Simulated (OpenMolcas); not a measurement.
**O: effect of the IPEA shift**

```yaml
Program: OpenMolcas
Basis: ANO-RCC-VDZP [3s2p1d]
Scalar_Hamiltonian: DKH2, point nucleus
Active_space: 6 electrons in 4 orbitals (2s 2p)
State_averaging: 2S+1 = 3 even, 3 roots; 2S+1 = 1 even, 6 roots
Spin-orbit_coupling: RASSI with atomic mean-field integrals over the reference wave functions, term energies averaged over their components
```

Methods on the same reference wave functions:
A. CASSCF
B. SS-CASPT2, IPEA 0.25 Eh, imaginary shift 0.1 Eh (closed shells correlated: 1s)
C. SS-CASPT2, IPEA 0.5 Eh, imaginary shift 0.1 Eh (closed shells correlated: 1s)

Energies in eV above 2s² 2p⁴ ³P₂, the measured ground level; measured values from NIST Handbook of Basic Atomic Spectroscopic Data.

| Level | A | B | C | Measured |
| --- | --- | --- | --- | --- |
| 2s² 2p⁴ ³P₂ | 0.0000 | 0.0000 | 0.0000 | 0.0000 |
| 2s² 2p⁴ ³P₁ | 0.0188 | 0.0188 | 0.0188 | 0.0196 |
| 2s² 2p⁴ ³P₀ | 0.0280 | 0.0280 | 0.0281 | 0.0281 |
| 2s² 2p⁴ ¹D₂ | 2.1830 | 2.061 | 2.035 | 1.9674 |
| 2s² 2p⁴ ¹S₀ | 3.9499 | 4.201 | 4.179 | 4.1897 |

Deviations, from unrounded energies. A percentage is the sum of absolute deviations over the sum of measured energies, with the sign that they share, or ± where signs differ.

```json
{"Against measurement": "mean absolute deviation (cm-1)", "Levels": "4", "A": "920", "B": "210", "C": "160"}
{"Against measurement": "fine structure of the ground term (%)", "Levels": "2", "A": "-1.9", "B": "-1.8", "C": "-1.8"}
{"Against measurement": "other terms of the ground configuration (%)", "Levels": "2", "A": "±7.4", "B": "+1.7", "C": "±1.3"}
```

C lies closest to measurement on these levels and A furthest from it. The largest miss of C in the table is 2s² 2p⁴ ¹D₂, by +550 cm-1. The ranking rests on the paired levels alone, and a cruder setting can come out closer through cancelling errors.

Between B and C the level of the table that moves most is 2s² 2p⁴ ¹D₂, by 210 cm-1 (lowest in C, highest in B). Moves below CASPT2's spread within the term are not significant.

The mean deviations of B to C differ by less than CASPT2's widest spread within a term (130 cm-1), so their order carries little weight.

From A to B the spin-free energies of the other terms of 2s² 2p⁴ shown, above ³P, scale by factors of 0.94 to 1.06.

The lowest spin-free term lies below A's lowest term by 0.114 hartree in B, 0.109 hartree in C.

CASPT2 breaks the degeneracy within a term, and the mean is taken; among the terms shown or strongly mixed into the levels shown the widest spread is 130 cm-1 (2s² 2p⁴ ¹D, C). Without dynamic correlation excited terms often stand tens of per cent too high (terms of higher spin than the ground term too low), and those without a measured partner can miss by more than the paired ones (holds for A). Computed and measured levels are paired by configuration, term and J; levels that our copy of the source lacks, or whose pairing is in doubt (as where it misses far off the trend of its configuration), stay unpaired and out of the deviations. Levels of configurations outside the active space are missing.
